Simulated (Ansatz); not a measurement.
Ideal-gas functions of FGeH₅OSi, SMILES `F[SiH2][O][GeH3]` at 298.15 K and 1 bar, from an Ansatz frequency run at PBE0-D4/def2-TZVP.

Molar mass 140.73 g/mol, point group C1 (symmetry number 1), electronic degeneracy 1, moments of inertia 46.602, 350.859, 378.252 u Å². Harmonic wavenumbers (cm⁻¹, unscaled): 40, 46, 102, 328, 514, 634, 646, 714, 751, 850, 868, 871, 875, 947, 978, 1073, 2161, 2181, 2190, 2238, 2271.

Use S(trans) = R[1.5 ln M + 2.5 ln T − 1.1517]; rotational temperatures θ = 24.2544 K / I; S(rot) = R[ln(√π/σ · √(T³/θAθBθC)) + 1.5]; for each mode x = 1.438777 ν̃/T, S = R[x/(eˣ − 1) − ln(1 − e⁻ˣ)] and H = RT x/(eˣ − 1); 1 cm⁻¹ = 0.0119627 kJ/mol; R = 8.31446 J/(mol·K).

Problem. By hand: the entropy, in J/(mol·K).

Solution. Translation 170.6. Rotation: θ = 0.5205, 0.0691, 0.0641 K, giving 113.5. Vibration, mode by mode: 22.00, 20.85, 14.29, 5.31, 2.61, 1.65, 1.58, 1.21, 1.05, 0.71, 0.66, 0.66, 0.65, 0.48, 0.43, 0.29, 0.00, 0.00, 0.00, 0.00, 0.00, in all 74.4. Electronic 0.0. Sum 358.5 J/(mol·K).

Problem. By hand: H − E and G − E in kJ/mol, counted from the electronic energy.

Solution. Zero-point energy ½ × 21278 × 0.0119627 = 127.3; thermal vibration 10.2; translation, rotation and pV give 4 RT = 9.9. H − E = 147.4 kJ/mol, and G − E = 147.4 − 298.15 × 358.5/1000 = 40.5 kJ/mol.

Vibration gives 21 % of the entropy, 57.1 J/(mol·K) of it from the modes under 150 cm⁻¹: soft modes count most, and the harmonic formula is weakest for them. The sum counts one conformer and one mirror image; others add a mixing term.
